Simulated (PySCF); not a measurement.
Ranking problems on computed properties.

All species are isolated and taken at one optimised geometry, non-relativistic unless stated. Electronic properties by PySCF.

The conformers computed, where there is a choice (atom-mapped SMILES and torsion angles):
- `[CH3:1][SiH2:2][O:3][S:4]([CH3:5])(=[O:6])=[O:7]`: C1–Si2–O3–S4 -59°, Si2–O3–S4–C5 -172°
- `[CH3:1][S:2](=[O:3])(=[O:4])[CH2:5][O:6][SiH3:7]`: C1–S2–C5–O6 66°, S2–C5–O6–Si7 41°
- `[CH3:1][O:2][C:3]([F:4])([F:5])[C:6]([F:7])([F:8])[F:9]`: C1–O2–C3–F4 -59°, O2–C3–C6–F7 -60°
- `[CH3:1][S:2](=[O:3])(=[O:4])[CH2:5][SiH2:6][OH:7]`: C1–S2–C5–Si6 180°, S2–C5–Si6–O7 180°, H–O7–Si6–C5 180°
- `[CH3:1][SiH2:2][CH2:3][S:4](=[O:5])(=[O:6])[OH:7]`: C1–Si2–C3–S4 -66°, Si2–C3–S4–O5 73°, H–O7–S4–C3 159°
- `[CH3:1][S@@:2](=[O:3])[CH2:4][O:5][SiH2:6][OH:7]`: C1–S2–C4–O5 -46°, S2–C4–O5–Si6 -79°, C4–O5–Si6–O7 61°, H–O7–Si6–O5 -26°

The conformers of `CCO[Si](O)(O)S` aren't listed.

Question: Rank by static isotropic polarisability, highest first (wB97X-D/def2-SVPD at GFN2-xTB geometries).
A. `CC#[N+]CC#N`
B. `FC(OC)(C(F)(F)F)F`
C. `CS(=O)(=O)CO[SiH3]`
D. `C[SiH2]OS(C)(=O)=O`

Answer: C (79.0 au), D (77.2 au), A (52.7 au), B (46.6 au).

Give the two extremes of that set as polarisability volumes in Å³.

`COC(F)(F)C(F)(F)F`: 6.90 Å³; `CS(=O)(=O)CO[SiH3]`: 11.70 Å³.

Question: Rank by HOMO energy, highest first (wB97X-D/def2-SVPD at GFN2-xTB geometries).
A. `CS(=O)(=O)C[SiH2]O`
B. `CC#[N+]CC#N`
C. `CS(=O)(=O)CO[SiH3]`
D. `S[Si](OCC)(O)O`
E. `C(C(F)(F)F)(F)(F)OC`

Answer: D (-9.23 eV), C (-10.10 eV), A (-10.26 eV), E (-11.80 eV), B (-16.17 eV).

By how much do the two ends of that ranking differ?

By 6.94 eV, between `CCO[Si](O)(O)S` and `CC#[N+]CC#N`.

Question: Rank by electronic spatial extent ⟨r²⟩ about the centre of nuclear charge, highest first (wB97X-D/def2-SVPD at GFN2-xTB geometries).
A. `C[SiH2]CS(=O)(=O)O`
B. `CS(=O)(=O)CO[SiH3]`
C. `CS(=O)(=O)C[SiH2]O`
D. `COC(F)(F)C(F)(F)F`
E. `C[SiH2]OS(C)(=O)=O`
F. `CC#[N+]CC#N`

Answer: C (1244 bohr²), A (1123 bohr²), E (1098 bohr²), B (1057 bohr²), D (1012 bohr²), F (726 bohr²).

Question: Rank by HOMO–LUMO gap, lowest first (wB97X-D/def2-SVPD at GFN2-xTB geometries).
A. `C[SiH2]OS(C)(=O)=O`
B. `COC(F)(F)C(F)(F)F`
C. `O[Si](O)(S)OCC`
D. `CS(=O)(=O)C[SiH2]O`
E. `CC#[N+]CC#N`
F. `C[S@@](=O)CO[SiH2]O`

Answer: C (10.69 eV), F (10.82 eV), E (11.23 eV), D (11.68 eV), A (12.35 eV), B (13.95 eV).

Question: Rank by lowest triplet excitation (Tamm–Dancoff), highest first (TDA wB97X-D/def2-SVPD at GFN2-xTB geometries).
A. `CS(=O)(=O)C[SiH2]O`
B. `C[S@@](=O)CO[SiH2]O`
C. `C[SiH2]OS(C)(=O)=O`
D. `CCO[Si](O)(O)S`
E. `C[SiH2]CS(=O)(=O)O`
F. `CC#[N+]CC#N`
G. `COC(F)(F)C(F)(F)F`

Answer: G (9.33 eV), C (7.76 eV), E (7.53 eV), A (7.06 eV), F (6.33 eV), D (6.02 eV), B (5.39 eV).

By how much do the two ends of that ranking differ?

By 3.94 eV, between `COC(F)(F)C(F)(F)F` and `C[S@@](=O)CO[SiH2]O`.

Question: Rank by lowest singlet excitation, lowest first (TDDFT wB97X-D/def2-SVPD at GFN2-xTB geometries).
A. `CS(=O)(=O)CO[SiH3]`
B. `CC#[N+]CC#N`
C. `CS(=O)(=O)C[SiH2]O`
D. `CCO[Si](O)(O)S`
E. `COC(F)(F)C(F)(F)F`

Answer: D (6.35 eV), B (6.88 eV), C (7.35 eV), A (7.47 eV), E (9.56 eV).
